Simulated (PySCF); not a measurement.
## Electronic absorption of p-toluidine

Compound: p-toluidine, C7H9N.
Z-matrix (Å and degrees, GFN2-xTB geometry), rows numbered from 1:
```
C 
C   1  1.5001
C   2  1.3892  1  120.92
C   3  1.3805  2  121.25  1   178.93
C   4  1.3941  3  120.50  2     0.12
N   5  1.3841  4  120.77  3   176.18
C   5  1.3939  4  118.42  3    -0.16
C   7  1.3805  5  120.55  4     0.11
H   1  1.0878  2  110.81  3   152.48
H   1  1.0913  2  110.33  3   -87.98
H   1  1.0880  2  110.80  3    31.50
H   3  1.0810  2  119.47  1    -1.02
H   4  1.0813  3  120.16  2   179.82
H   6  1.0075  5  115.87  4    22.99
H   6  1.0075  5  115.90  4   160.76
H   7  1.0811  5  119.32  4   179.96
H   8  1.0810  2  119.53  1     1.11
```

The calculation used TDDFT CAM-B3LYP/def2-SVPD, vertical, gas phase, core orbitals frozen in the response (PySCF).

Task: List the vertical singlet excitations with oscillator strengths and describe the spectrum.

Result: 

```
state  E (eV)  E (hartree)       f  |μ| (D)  main configurations (H = HOMO, L = LUMO)
   S1    4.77       0.1753   0.039     1.48                                 H→L (90%)
   S2    5.47       0.2009   0.043     1.44                               H→L+1 (83%)
   S3    5.65       0.2078   0.156     2.70     H→L+2 (71%), H→L+3 (11%), H-1→L (11%)
   S4    6.15       0.2262  0.0023     0.31                  H→L+3 (69%), H→L+2 (16%)
   S5    6.31       0.2318  0.0002     0.10                               H→L+4 (89%)
   S6    6.83       0.2510   0.588     4.77                               H-1→L (78%)
   S7    6.90       0.2534   0.062     1.55                  H→L+5 (72%), H→L+7 (11%)
   S8    6.90       0.2535   0.246     3.07              H-1→L+1 (45%), H-1→L+2 (30%)
```

Triplets (Tamm–Dancoff): T1 3.87 eV, H→L (80%); T2 3.88 eV, H→L+1 (32%), H→L+2 (30%), H→L (16%); T3 4.68 eV, H-1→L (80%), H→L+1 (10%).

The lowest singlet lies at 4.77 eV (260 nm, ultraviolet) and is of moderate strength; its leading configuration is HOMO→LUMO (90%). The strongest level in the table is S6 at 6.83 eV (181 nm, f = 0.588). S7/S8 lie within about 0.01 eV of each other. Löwdin shares by element: HOMO carbon 41% or more, nitrogen 24% (atoms not listed hold the other 35%); LUMO carbon 69% or more (atoms not listed hold the other 31%). The listed states span 2.13 eV, and the widest gap between neighbours is 0.70 eV (S1 to S2). Weighted by f, the mean energy of these states is 6.56 eV. The oscillator strengths of these states sum to 1.138; summed over the whole spectrum of an exact calculation they would give the number of electrons, 58 (Thomas–Reiche–Kuhn). The window holds the lowest 8 singlets.

On one thread of an Arm Neoverse V1 (shared host), this took 70 s.
